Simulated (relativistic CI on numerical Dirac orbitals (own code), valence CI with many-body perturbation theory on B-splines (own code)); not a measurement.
# Nb²⁺: a short configuration list, a large CI and many-body theory against measured levels

Six calculations, all with the Dirac-Coulomb Hamiltonian. A to C use 38 configurations on KLI orbitals optimised for each, with Breit and QED terms: A ab initio, B with Slater integrals scaled by 0.85, C with the P86 correlation functional added as well. Their list is 4p6 4d3, 4p6 4d2 5s, 4p6 4d2 5p, 4p6 4d2 4f, 4p6 4d 5s 5p, 4p6 4d2 5d, 4p6 4d2 6s, 4p6 4d2 6p, 4p6 4d2 6d, 4p6 4d2 5f, 4p6 4d2 6f, 4p5 4d4, 4p6 4d 5s2, 4p6 5s2 5p, 4p6 4f 5s2, 4p6 5s2 5d, 4p6 5s2 6s, 4p6 5s2 6p, 4p6 4d 4f2, 4p6 4f2 5s, 4p6 4f2 5p, 4p6 4f3, 4p6 4f2 5d, 4p6 4f2 6s, 4p6 4f2 6p, 4p6 4d 5p2, 4p6 5s 5p2, 4p6 5p3, 4p6 4f 5p2, 4p6 5p2 5d, 4p6 5p2 6s, 4p6 5p2 6p, 4p6 4d 5s 6s, 4p6 5s 5p 6s, 4p6 4f 5s 6s, 4p6 5s 5d 6s, 4p6 5s 6s2, 4p6 5s 6s 6p. D to F correlate the 3 valence electrons outside the frozen Dirac-Fock core [Kr] of the bare core ion, in 81 B-spline orbitals (176,813 selected states over all symmetries, the rest in second order). F holds the one-electron core-valence potential Σ₁, the screening Σ₂ of the valence interaction, a three-electron term, Breit and QED; D (none of these) and E (Σ₁ alone) are solved again in the space of F. The core's calculated polarisability is 2.27 bohr³.

Computed minus measured energy above the ground level, in cm⁻¹, for 11 of the 19 excited levels that pair with a measured one in all six and keep their character from D to F (pairs that miss by over 12,000 cm⁻¹ in F, or 15,000 in both A and B, are taken as false; terms as labelled in the source; one J of a term; all of one parity):

| Configuration | Term | J | Measured | A | B | C | D | E | F |
| --- | --- | --- | --- | --- | --- | --- | --- | --- | --- |
| 4d3 | 4F | 5/2 | 516 | -72 | -70 | -70 | -94 | -12 | -4 |
| 4d3 | 2G | 7/2 | 9236 | 2198 | 647 | 675 | -293 | 254 | 164 |
| 4d3 | 4P | 5/2 | 9594 | 2080 | 560 | 563 | 52 | 479 | 523 |
| 4d3 | 2H | 9/2 | 12916 | 2843 | 662 | 659 | 64 | 749 | -4 |
| 4d3 | 2D | 5/2 | 13094 | 2669 | 740 | 868 | -1495 | -548 | 638 |
| 4d3 | 2F | 7/2 | 19861 | 4063 | 1060 | 1323 | -1395 | 157 | 696 |
| 4d2 5s | 4F | 3/2 | 25220 | -80 | -640 | 2779 | -8519 | -4382 | 467 |
| 4d2 5s | 4P | 1/2 | 34514 | 1824 | -269 | 3159 | -8110 | -3693 | 1107 |
| 4d2 5s | 2F | 7/2 | 35079 | 2479 | 99 | 3304 | -7582 | -3841 | 660 |
| 4d2 5s | 2D | 3/2 | 36536 | 2616 | -9 | 3348 | -8596 | -4170 | 1074 |
| 4d2 5s | 2G | 9/2 | 40875 | 3111 | -49 | 3354 | -7949 | -3281 | 820 |

Mean absolute errors, in cm⁻¹:

```csv
Levels,A,B,C,D,E,F
"all, 19",2029,454,1693,3782,1798,495
"4d3, 11",2115,580,649,560,310,262
"4d2 5s, 8",1911,280,3128,8214,3845,814
```

Measured levels: as listed in Shadmi, J. Res. Natl. Bur. Stand. 70A, 435 (1966). The settings of D to F were settled on neutral and singly charged spectra, not on this one.

From closest to farthest the columns rank B (454), F (495), C (1693), E (1798), A (2029), D (3782). Inside the ground configuration the errors are A 2115, B 580, C 649, D 560, E 310, F 262: the unscaled integrals of A spread the terms too wide, and the scale of B removes most of that. The configuration that the core terms move most is 4d2 5s: its mean error is -8214 in D, and Σ₁, Σ₂, the three-electron term, and Breit with QED change it by +4369, +4415, +116 and +128, to +814 in F. D keeps the core as it is in the bare core ion; d electrons reach into the outer core shells, and the relaxation of those shells, which differs with the number of d electrons, enters only through these terms. The sum overshoots. In A 4d2 5s lies too high on average. The largest residue of F is in 4d2 5s (814). B beats F on this set, mainly because F misplaces that configuration as a block. The run behind D to F took about 3 min of CPU with its rates, the short lists 5 s (one thread, shared hosts). The ionisation energy is 23.410 eV in D, 24.565 in E and 25.093 in F, against 25.040 eV in NIST ASD (semi-empirical).
